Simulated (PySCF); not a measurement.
Compound: C6H13O (doublet state).
Cartesian coordinates in Å at the GFN2-xTB level; atoms count from 1:
```xyz
20
C6H13O angstrom
C     -1.400   -1.530    0.252
C     -0.550   -0.483   -0.338
C     -0.981    0.925    0.086
C     -2.337    1.297   -0.498
C      0.933   -0.703    0.058
O      1.737    0.177   -0.690
C      3.100    0.076   -0.374
H     -1.842   -1.388    1.219
H     -1.483   -2.495   -0.210
H     -0.575   -0.551   -1.432
H     -1.026    0.971    1.177
H     -0.224    1.634   -0.254
H     -2.296    1.290   -1.585
H     -3.093    0.583   -0.180
H     -2.635    2.290   -0.171
H      1.222   -1.746   -0.143
H      1.058   -0.515    1.136
H      3.487   -0.929   -0.587
H      3.618    0.803   -0.997
H      3.282    0.304    0.684
```

The hyperfine couplings belong to this conformer and change with its torsions.

Identity: `[CH2][C@@H](CC)COC` [radical].

Level of theory: UKS B3LYP, pcH-1 on C H O, non-relativistic, mean-field spin-orbit, GIAO (PySCF 2.14.0). The structure is a single GFN2-xTB conformer in the gas phase; no vibrational or solvent corrections. The geometry wasn't refined by DFT: couplings that depend on bond lengths, twists or pyramidal angles can differ widely from those at the functional's own minimum. No stability test was run, so a lower SCF solution isn't excluded.

Q: Predict the first-order ENDOR lines of H8/H9, H10, H17, H16, H11, H12, H13/H14/H15 and H18/H19/H20 under fast tumbling at B = 1209.9 mT (Q band).

A: For S = 1/2 in fast tumbling each set of equivalent nuclei gives two lines, ν± = |νn ± a/2| to first order, with νn = g_N μN B/h and μN/h = 7.62259 MHz/T.

```csv
nuclei,isotope,g_N,νn (MHz),a_iso (MHz),lower line (MHz),upper line (MHz)
H8/H9,1H,5.5857,51.51,-62.49,20.27,82.76
H10,1H,5.5857,51.51,48.19,27.42,75.61
H17,1H,5.5857,51.51,-4.07,49.48,53.55
H16,1H,5.5857,51.51,-3.28,49.88,53.15
H11,1H,5.5857,51.51,-1.82,50.61,52.42
H12,1H,5.5857,51.51,-1.59,50.72,52.31
H13/H14/H15,1H,5.5857,51.51,0.89,51.07,51.96
H18/H19/H20,1H,5.5857,51.51,0.82,51.10,51.93
```

Q: Which pairs are centred on the nuclear Larmor frequency, and which on half the coupling?

A: Centred on νn, since |a| < 2νn: H8/H9, H10, H17, H16, H11, H12, H13/H14/H15 and H18/H19/H20. No pair has |a| > 2νn.

Class means assume fast exchange of nuclei equivalent by connectivity; if that motion is slow, each nucleus keeps its own coupling.

The Mulliken spin populations are largest on C1 (+1.08) and C2 (-0.09). No atom but C1 exceeds +0.15. The angles at C1 add up to 359.5°, so it is planar; its axial dipolar tensor and the negative couplings of its protons fit spin in a p orbital normal to that plane.
